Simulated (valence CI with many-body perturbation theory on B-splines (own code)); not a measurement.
## Pb⁷⁶⁺ in brief

Method: configuration interaction combined with many-body perturbation theory (CI+MBPT): four valence electrons over a frozen Dirac-Fock core [He], radial functions for each j: 11 s, 11 p, 10 d, 8 f, 5 g, 2 h, with the one-electron correlation potential Σ1 (screened to all orders), the two-electron term Σ2, the three-electron term Σ3, Breit, model QED; selected single and double excitations, second order for the rest, scaled by the run's own slope (own B-spline code, finite nucleus).

No measured spectrum was set against this ion. As an estimate, large intervals hold to a few tenths of a per cent, small ones and those within an open d or f shell to about a per cent. Among the levels kept, up to 1200 cm⁻¹ of a level comes from second order outside the variational space, and about a tenth of that is noise between levels of different J, which matters for small intervals.

Levels are named by their leading jj configuration (3d3/2^4 stands for four electrons in 3d with j = 3/2), which in mixed levels can hold well under half, so a name can repeat and another be missing.

Rates and lifetimes use the calculated energies. Strong lines usually hold to 10 to 20 %, long lifetimes can be off by a factor of two.

(1) What is the ground level?

(2) Where does the other parity begin?

(3) How well does LS coupling describe the low levels?

(4) Among levels below 1405.3 Ry, which E1 lines absorb most strongly from the ground level?

(5) Name the longest-lived excited levels whose lifetime is computed, and their main decay.

(6) What is the ionisation energy?

## Answers

(1) (2s^2 2p1/2^2) J=0, composition 68 % 2s2 2p2 3P + 32 % 2s2 2p2 1S.

(2) At (2s 2p1/2^2 2p3/2) J=2, 194.4 Ry.

(3) Among the lowest 20 levels the leading LS term, summed over configurations, holds 67 % on average. For single configurations the figures are 67 % in LS and 100 % in jj coupling. Terms mix most in the J = 1 level at 201.9 Ry, where the leading one holds 31 %.

(4) to (2s^2 2p1/2 3d3/2) J=1 at 0.08723 nm, f = 1.05; to (2s 2p1/2^2 2p3/2) J=1 at 0.4514 nm, f = 0.322; to (2s 2p1/2^2 3p1/2) J=1 at 0.09015 nm, f = 0.303.

(5) (2s^2 2p1/2 2p3/2) J=2 at 169.3 Ry lives 1.69 ns, mostly by E2 to (2s^2 2p1/2^2) J=0; (2s 2p1/2^2 2p3/2) J=2 at 194.4 Ry lives 22.7 ps, mostly by E1 to (2s^2 2p1/2 2p3/2) J=1; (2s^2 2p1/2 2p3/2) J=1 at 168.0 Ry lives 14.0 ps, mostly by M1 to (2s^2 2p1/2^2) J=0.

(6) 23464 eV; NIST lists 23460 ± 110 eV (theoretical).
